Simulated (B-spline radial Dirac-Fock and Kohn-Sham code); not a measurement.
**Diagram lines of Yb³⁴⁺**

System: Yb³⁴⁺ in the configuration 1s2 2s2 2p6 3s2 3p6 3d10 4s2 4p6.

The computed values come from an atomic code on a B-spline grid: relaxed Dirac-Fock hole states (ΔSCF) with Breit and QED corrections and a finite nucleus. A line energy is the difference of two single-hole energies; the list is a selection of electric-dipole transitions between resolved j subshells. No correlation.

| line | energy (eV) | wavelength (Å) |
| --- | --- | --- |
| Kβ2' | 61237.2 | 0.20247 |
| Kβ2'' | 61168.4 | 0.20269 |
| Kβ1 | 59424.8 | 0.20864 |
| Kβ3 | 59195.3 | 0.20945 |
| Kα1 | 52382.8 | 0.23669 |
| Kα2 | 51346.9 | 0.24146 |
| Lγ3 | 10405.0 | 1.1916 |
| Lγ2 | 10336.2 | 1.1995 |
| Lγ5 | 9719.3 | 1.2756 |
| Lβ6 | 8683.4 | 1.4278 |
| Lβ3 | 8592.7 | 1.4429 |
| Lβ1 | 8448.7 | 1.4675 |
